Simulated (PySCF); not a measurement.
An unknown shows these calculated signals:

1H NMR (400 MHz, computed): δ 8.22 (s, 1H), 7.00 (m, 1H), 6.30 (m, 1H), 5.74 (m, 1H), 5.52 (sept, 1H), 0.62 (d, 6H).

13C{1H} NMR (computed): δ 148.3 (C), 135.2 (CH), 129.5 (CH), 122.6 (CH2), -1.5 (CH3).

Calculated, not measured (PySCF 2.14.0 with density-fitted response routines): coordinates at the GFN2-xTB level, NMR shieldings at PBE0/pcSseg-1/GIAO. In vacuum, non-relativistic, single conformer, one averaged value for each set of equivalent atoms.

Shifts are taken against calculated references (same method and geometry level): TMS for 1H, 13C.

Problem. Which of these does the molecule contain: a Si–H bond, a nitrile, a non-aromatic C=C double bond, an NH or NH2 group, a benzene ring, a vinyl group CH=CH2?

Solution. 
- A Si–H bond: yes (δH 5.52 (sept)).
- A nitrile: no.
- A non-aromatic C=C double bond: yes.
- An NH or NH2 group: no.
- A benzene ring: no.
- A vinyl group CH=CH2: yes (δC 122.6, 129.5; δH 6.30 (m), 5.74 (m), 7.00 (m)).

The data belong to `C=Cc1cnnn1[SiH](C)C`, C6H11N3Si; they needn't prove each group on their own.

Carbon signals by region: 4 in the sp2 and nitrile region (100–160 ppm), 1 below 50 ppm.

Shifts are as computed. Against solution values, carbons near 30 ppm lie about +3 ppm off and those near 130 ppm about +5 ppm. Of 1211 compounds with measured shifts, 218 miss one by over three times the rms of a fit or turn the order of signals round; such compounds aren't used in these exercises. Multiplicities follow the n + 1 count of equivalent neighbours, as no J values were calculated; m marks all less simple cases, F and P coupling included.
